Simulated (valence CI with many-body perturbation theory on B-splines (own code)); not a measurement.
# Forbidden lines of Pm21+

Level of theory: valence CI with perturbative core correlation (CI+MBPT): four valence electrons over a frozen Dirac-Fock core [Kr], radial functions for each j: 9 s, 9 p, 10 d, 8 f, 5 g, 3 h, 1 i, with the one-electron correlation potential Σ1 (screened to all orders), the two-electron term Σ2, the three-electron term Σ3, Breit, model QED; selected single and double excitations, second order for the rest (own B-spline code, finite nucleus).

No measured spectrum was set against this ion. As an estimate, terms of the open shell hold to 2 to 4 % of their energy, and close levels can change places. Only levels of the ground parity were solved; by the run's estimate the other parity begins above the list, which can be wrong where configurations are misplaced.

Lines 1 to 50 of 119 in falling wavelength, among levels below 38.481 eV, chosen from the decays that carry over 1 % of a level's rate. Wavelengths and rates use the calculated energies, so an error of 2000 cm⁻¹ moves a line at 10090 Å by 20 % and its rate by three times that or more. Electric multipoles are in the length gauge, E1 and E2 with the static RPA response of the core. S is in atomic units (e²a₀⁴ for E2 and M2, e²a₀⁶ for E3), for M1 in squared Bohr magnetons. Weak lines are less certain than strong ones. Lines between different terms over intervals too small for the method are left out, as are lines whose strength nearly cancels.

Levels are named by their leading jj configuration (3d3/2^4 stands for four electrons in 3d with j = 3/2), which in mixed levels can hold well under half, so a name can repeat and another be missing. Letters in brackets count levels of one name in rising energy.

| λ vac (Å) | Upper | Lower | Type | A (s⁻¹) | S (a.u.) |
| --- | --- | --- | --- | --- | --- |
| 14490 | (4d3/2^2 4d5/2^2) J=6 | (4d3/2^2 4d5/2^2) J=5 | M1 | 3.27e+00 | 4.80e+00 |
| 10230 | (4d3/2^3 4d5/2) J=3 | (4d3/2^3 4d5/2) J=2 | M1 | 3.04e+01 | 8.45e+00 |
| 10090 | (4d3/2^3 4d5/2) J=4 | (4d3/2^3 4d5/2) J=2 | E2 | 2.12e-05 | 1.78e-02 |
| 7287 | (4d3/2^2 4d5/2^2) J=2 [b] | (4d3/2^2 4d5/2^2) J=1 | M1 | 2.62e+01 | 1.88e+00 |
| 6644 | (4d3/2^2 4d5/2^2) J=4 [b] | (4d3/2^2 4d5/2^2) J=5 | M1 | 4.66e+00 | 4.56e-01 |
| 6504 | (4d3/2^2 4d5/2^2) J=5 | (4d3/2^2 4d5/2^2) J=4 [a] | M1 | 4.51e+01 | 5.06e+00 |
| 5758 | (4d3/2^3 4d5/2) J=2 | (4d3/2^3 4d5/2) J=1 | M1 | 2.08e+02 | 7.36e+00 |
| 4412 | (4d3/2^2 4d5/2^2) J=4 [b] | (4d3/2^2 4d5/2^2) J=3 [a] | M1 | 1.39e+02 | 3.98e+00 |
| 4378 | (4d3/2^2 4d5/2^2) J=1 | (4d3/2^2 4d5/2^2) J=0 [a] | M1 | 1.81e+02 | 1.69e+00 |
| 4220 | (4d3/2^2 4d5/2^2) J=2 [b] | (4d3/2^2 4d5/2^2) J=2 [a] | M1 | 8.80e+01 | 1.23e+00 |
| 4046 | (4d3/2 4d5/2^3) J=3 [c] | (4d3/2^2 4d5/2^2) J=2 [e] | M1 | 1.54e+02 | 2.65e+00 |
| 3866 | (4d3/2 4d5/2^3) J=3 [a] | (4d3/2^2 4d5/2^2) J=4 [b] | M1 | 6.90e+01 | 1.03e+00 |
| 3855 | (4d3/2 4d5/2^3) J=1 [b] | (4d3/2^2 4d5/2^2) J=2 [e] | M1 | 9.85e+01 | 6.28e-01 |
| 3811 | (4d3/2^2 4d5/2^2) J=3 [b] | (4d3/2^2 4d5/2^2) J=3 [a] | M1 | 2.12e+01 | 3.04e-01 |
| 3681 | (4d3/2^3 4d5/2) J=1 | (4d3/2^4) J=0 | M1 | 6.71e+02 | 3.72e+00 |
| 3616 | (4d3/2^2 4d5/2^2) J=4 [a] | (4d3/2^3 4d5/2) J=4 | M1 | 6.78e+02 | 1.07e+01 |
| 3597 | (4d3/2^2 4d5/2^2) J=4 [a] | (4d3/2^3 4d5/2) J=3 | M1 | 1.50e+02 | 2.33e+00 |
| 3534 | (4d3/2^2 4d5/2^2) J=4 [c] | (4d3/2 4d5/2^3) J=4 [a] | M1 | 7.85e+01 | 1.16e+00 |
| 3287 | (4d3/2^2 4d5/2^2) J=4 [b] | (4d3/2^2 4d5/2^2) J=4 [a] | M1 | 6.07e+01 | 7.19e-01 |
| 3268 | (4d3/2 4d5/2^3) J=4 [a] | (4d3/2^2 4d5/2^2) J=5 | M1 | 1.29e+02 | 1.50e+00 |
| 3066 | (4d3/2 4d5/2^3) J=3 [b] | (4d3/2^2 4d5/2^2) J=2 [c] | M1 | 3.78e+01 | 2.83e-01 |
| 3024 | (4d3/2 4d5/2^3) J=3 [b] | (4d3/2 4d5/2^3) J=3 [a] | M1 | 1.55e+02 | 1.11e+00 |
| 3005 | (4d3/2 4d5/2^3) J=1 [b] | (4d3/2 4d5/2^3) J=0 | M1 | 9.70e+01 | 2.93e-01 |
| 2941 | (4d3/2^2 4d5/2^2) J=3 [b] | (4d3/2^2 4d5/2^2) J=4 [a] | M1 | 1.34e+01 | 8.84e-02 |
| 2940 | (4d3/2 4d5/2^3) J=1 [a] | (4d3/2^2 4d5/2^2) J=2 [b] | M1 | 2.76e+02 | 7.82e-01 |
| 2894 | (4d3/2 4d5/2^3) J=5 | (4d3/2^2 4d5/2^2) J=4 [b] | M1 | 5.76e+02 | 5.69e+00 |
| 2872 | (4d3/2^2 4d5/2^2) J=2 [e] | (4d3/2^2 4d5/2^2) J=2 [c] | M1 | 4.48e+02 | 1.97e+00 |
| 2823 | (4d3/2^2 4d5/2^2) J=3 [a] | (4d3/2^3 4d5/2) J=4 | M1 | 2.70e+01 | 1.58e-01 |
| 2812 | (4d3/2^2 4d5/2^2) J=3 [a] | (4d3/2^3 4d5/2) J=3 | M1 | 6.98e+02 | 4.03e+00 |
| 2745 | (4d3/2 4d5/2^3) J=3 [c] | (4d3/2^2 4d5/2^2) J=2 [d] | M1 | 3.04e+01 | 1.63e-01 |
| 2661 | (4d3/2^2 4d5/2^2) J=2 [c] | (4d3/2^2 4d5/2^2) J=1 | M1 | 1.01e+02 | 3.54e-01 |
| 2656 | (4d3/2 4d5/2^3) J=1 [b] | (4d3/2^2 4d5/2^2) J=2 [d] | M1 | 6.12e+02 | 1.27e+00 |
| 2617 | (4d3/2 4d5/2^3) J=4 [a] | (4d3/2^2 4d5/2^2) J=3 [a] | M1 | 1.95e+02 | 1.17e+00 |
| 2483 | (4d3/2^2 4d5/2^2) J=4 [c] | (4d3/2^2 4d5/2^2) J=3 [b] | M1 | 1.09e+02 | 5.57e-01 |
| 2380 | (4d3/2 4d5/2^3) J=3 [c] | (4d3/2^2 4d5/2^2) J=4 [c] | M1 | 6.52e+02 | 2.28e+00 |
| 2342 | (4d3/2 4d5/2^3) J=5 | (4d3/2^2 4d5/2^2) J=6 | M1 | 3.58e+02 | 1.87e+00 |
| 2324 | (4d3/2^2 4d5/2^2) J=5 | (4d3/2^3 4d5/2) J=4 | M1 | 5.23e+02 | 2.68e+00 |
| 2281 | (4d3/2^2 4d5/2^2) J=4 [c] | (4d3/2^2 4d5/2^2) J=4 [b] | M1 | 1.85e+01 | 7.32e-02 |
| 2206 | (4d3/2^2 4d5/2^2) J=3 [a] | (4d3/2^3 4d5/2) J=2 | M1 | 5.62e+02 | 1.57e+00 |
| 2181 | (4d3/2^2 4d5/2^2) J=2 [d] | (4d3/2^2 4d5/2^2) J=3 [b] | M1 | 5.91e+02 | 1.14e+00 |
| 2175 | (4d3/2 4d5/2^3) J=4 [a] | (4d3/2^2 4d5/2^2) J=4 [a] | M1 | 2.03e+03 | 6.97e+00 |
| 2138 | (4d3/2^2 4d5/2^2) J=2 [a] | (4d3/2^3 4d5/2) J=2 | M1 | 6.65e+02 | 1.20e+00 |
| 2137 | (4d3/2 4d5/2^3) J=6 | (4d3/2^2 4d5/2^2) J=6 | M1 | 7.66e+02 | 3.60e+00 |
| 2130 | (4d3/2^2 4d5/2^2) J=2 [d] | (4d3/2^2 4d5/2^2) J=2 [b] | M1 | 5.22e+02 | 9.35e-01 |
| 2124 | (4d3/2 4d5/2^3) J=3 [a] | (4d3/2^2 4d5/2^2) J=2 [a] | M1 | 1.56e+03 | 3.88e+00 |
| 2103 | (4d3/2^2 4d5/2^2) J=2 [c] | (4d3/2^2 4d5/2^2) J=2 [a] | M1 | 3.15e+02 | 5.43e-01 |
| 2095 | (4d3/2 4d5/2^3) J=1 [a] | (4d3/2^2 4d5/2^2) J=1 | M1 | 1.01e+03 | 1.03e+00 |
| 2061 | (4d3/2 4d5/2^3) J=3 [a] | (4d3/2^2 4d5/2^2) J=3 [a] | M1 | 1.40e+03 | 3.19e+00 |
| 2041 | (4d3/2^2 4d5/2^2) J=2 [c] | (4d3/2^2 4d5/2^2) J=3 [a] | M1 | 3.73e+01 | 5.89e-02 |
| 2016 | (4d3/2 4d5/2^3) J=5 | (4d3/2^2 4d5/2^2) J=5 | M1 | 5.56e+02 | 1.86e+00 |
